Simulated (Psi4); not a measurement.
Relaxed torsion scan: SMILES Nc1ccccc1[SiH3]. Scanned: dihedral H9–N1–C2–C3; all other coordinates were relaxed at GFN2-xTB.

Geometry of the scan point at 60° (Å):
```
17

N     -1.2478     1.5673    -0.5838
C     -0.0990     0.8983    -0.1523
C      0.0786    -0.4223    -0.5667
C      1.2361    -1.1078    -0.2640
C      2.2504    -0.4739     0.4368
C      2.0867     0.8409     0.8262
C      0.9244     1.5552     0.5447
Si     0.7673     3.3430     1.1201
H     -2.1118     1.1300    -0.2924
H     -1.2547     2.5423    -0.3119
H     -0.7159    -0.9034    -1.1191
H      1.3547    -2.1324    -0.5855
H      3.1623    -1.0023     0.6728
H      2.8818     1.3331     1.3689
H      0.6553     4.2589    -0.0223
H      1.9424     3.6886     1.9168
H     -0.4404     3.4926     1.9482
```

Computed with PBE-D3(BJ)/def2-SVP // GFN2-xTB in Psi4.

Scanned values (°): -150, -120, -90, -60, -30, 0, 30, 60, 90, 120, 150, 180.

**Question.** At which scan points does the profile have its minima and maxima, and how high do they lie?

**Answer.** Lower than their neighbours: -150° (0.000 eV), -30° (0.011 eV), 30° (0.011 eV), 150° (0.001 eV). Higher than their neighbours: -90° (0.180 eV), 0° (0.018 eV), 90° (0.180 eV), 180° (0.018 eV). The whole profile spans 0.180 eV.
